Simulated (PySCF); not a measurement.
## ZrCl₂: breathing scan

Level of theory: Ur2SCAN in PySCF with Zr def2-TZVP with ECP28, Cl def2-TZVP; scalar-relativistic core potentials, no spin–orbit coupling; density-fitted integrals.

Rigid scan from the triplet minimum (Zr–Cl 2.352 Å (×2); Cl–Zr–Cl 141.9°). Coordinate: all bonds to the central atom scaled together. Energies in kJ/mol from the minimum.

**Question.** Predict the curve at 0.88, 0.92, 0.96, 1.00, 1.04, 1.08, 1.14, 1.22, 1.35.

**Answer.** 
```json
{"scale of all bonds to the centre": "0.88", "E (kJ/mol)": "176.2", "dipole size (D)": "0.78", "⟨S²⟩": "2.01"}
{"scale of all bonds to the centre": "0.92", "E (kJ/mol)": "68.2", "dipole size (D)": "1.09", "⟨S²⟩": "2.01"}
{"scale of all bonds to the centre": "0.96", "E (kJ/mol)": "14.9", "dipole size (D)": "1.43", "⟨S²⟩": "2.01"}
{"scale of all bonds to the centre": "1.00", "E (kJ/mol)": "0.0", "dipole size (D)": "1.78", "⟨S²⟩": "2.01"}
{"scale of all bonds to the centre": "1.04", "E (kJ/mol)": "11.6", "dipole size (D)": "2.13", "⟨S²⟩": "2.01"}
{"scale of all bonds to the centre": "1.08", "E (kJ/mol)": "40.9", "dipole size (D)": "2.49", "⟨S²⟩": "2.01"}
{"scale of all bonds to the centre": "1.14", "E (kJ/mol)": "105.1", "dipole size (D)": "3.02", "⟨S²⟩": "2.01"}
{"scale of all bonds to the centre": "1.22", "E (kJ/mol)": "208.3", "dipole size (D)": "3.69", "⟨S²⟩": "2.02"}
{"scale of all bonds to the centre": "1.35", "E (kJ/mol)": "379.8", "dipole size (D)": "4.64", "⟨S²⟩": "2.04"}
```

Other spin states or occupations of the open shell can lie lower.

Other isomers or separated fragments may lie lower.
